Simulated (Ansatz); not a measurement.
`NB(F)[SiH2]Cl` → B• + Cl• + F• + 4 H• + N• + Si•  (atomization)

Isolated molecules relaxed with PBE0-D4/def2-TZVP in Ansatz; ΔE leaves out vibrations. CCSD(T)/CBS adds triple-zeta CCSD(T) − MP2 to the extrapolated MP2 energy (def2 sets, frozen cores). This one scheme is used for every species, atoms too. DFT in def2-TZVPP. B3LYP here is the variant with VWN-RPA as its local correlation; programs differ in this. Open shells (•) are unrestricted, without spin–orbit coupling. Spin–orbit coupling would lower the free atoms: a little for B, Cl, F, Si. Each species was taken in one conformer, which may not be the lowest.

(1) What is ΔE at CCSD(T)/CBS? (Best estimate.)

(2) What do these levels give: r2SCAN-D4, B3LYP-D4, B2PLYP, PBE0, CCSD/def2-TZVPP, HF/CBS(def2)? (An estimate is asked.)

Largest T1 diagnostic among the species: 0.014.

Answers

(1) Ansatz gave: +3270.6 kJ/mol.

(2) Computed: r2SCAN-D4 3287.2, B3LYP-D4 3277.8, B2PLYP 3241.9, PBE0 3258.5, CCSD/def2-TZVPP 3126.1, HF/CBS(def2) 2427.8 kJ/mol.

From PBE to PBE0 (25 % exact exchange), in def2-TZVPP and without D4, ΔE moves by −56.3 kJ/mol: exact exchange takes away binding that semilocal exchange gives to molecules. The D4 term adds +31.5 kJ/mol with B3LYP and +16.5 kJ/mol with PBE0; it sums over pairs of atoms, weighted by their polarisabilities, and B3LYP, whose exchange is more repulsive, gets the larger term. In def2-TZVPP, CCSD(T) changes the Hartree–Fock value by +752.9 kJ/mol (the triples alone add +48.1 kJ/mol) and MP2 by +825.4 kJ/mol; breaking electron pairs costs correlation energy, which Hartree–Fock lacks.

For atomizations the MP2-based limit and the directly extrapolated one differ by several kJ/mol either way, and by 10 to 25 for some Ge, Se and Sn compounds, so smaller differences from it don't rank the levels.
